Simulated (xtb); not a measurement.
Input for xtb: GFN1-xTB on H5NSi2 (SMILES N[Si][SiH3]), a point of a torsion scan.

```
$ xtb mol.xyz --gfn 1 --sp --chrg 0 --uhf 0
8

N      2.00074093    -0.04390170     0.31179890
Si     0.27278197    -0.22914867     0.20330639
Si    -0.60092743     1.81745150     0.73169267
H      2.45279585     0.23568090     1.17021466
H      2.58015370    -0.74086234    -0.13378842
H     -0.05177540     3.05002851     1.32697371
H     -1.14930142     2.27316955    -0.56296674
H     -1.79264045     1.54790459     1.56328411
```

The head of its log:

```
[...]
           -------------------------------------------------
          |                Calculation Setup                |
           -------------------------------------------------



           -------------------------------------------------
          |                 G F N 1 - x T B                 |
           -------------------------------------------------

        Reference                      10.1021/acs.jctc.7b00118
      * Hamiltonian:
        H0-scaling (s, p, d)           1.850000    2.250000    2.000000
        zeta-weighting                 0.000000
      * Dispersion:
        s8                             2.400000
        a1                             0.630000
        a2                             5.000000
        s9                             0.000000
      * Repulsion:
        kExp                           1.500000
        rExp                           1.000000
      * Coulomb:
        alpha                          2.000000
        third order                    atomic
        anisotropic                    false
      * Halogen bond correction:
        rad-scale                      1.300000
        damping                        0.440000


          ...................................................
          :                      SETUP                      :
          :.................................................:
          :  # basis functions                  34          :
          :  # atomic orbitals                  32          :
          :  # shells                           18          :
          :  # electrons                        18          :
          :  # halogen bonds                     0          :
          :  max. iterations                   250          :
          :  Hamiltonian                  GFN1-xTB          :
          :  restarted?                      false          :
          :  GBSA solvation                  false          :
          :  PC potential                    false          :
          :  electronic temp.          300.0000000     K    :
          :  accuracy                    1.0000000          :
          :  -> integral cutoff          0.2500000E+02      :
          :  -> integral neglect         0.1000000E-07      :
          :  -> SCF convergence          0.1000000E-05 Eh   :
          :  -> wf. convergence          0.2000000E-04 e    :
          :  Broyden damping             0.4000000          :
          :  net charge                          0          :
          :  unpaired electrons                  0          :
          ...................................................

 iter      E             dE          RMSdq      gap      omega  full diag
   1     -9.5916045 -0.959160E+01  0.515E+00    1.64       0.0  T
   2     -9.6300430 -0.384385E-01  0.334E+00    1.61       1.0  T
```

### Question
Give the final energy of this run.

### Answer
-9.5468 hartree.
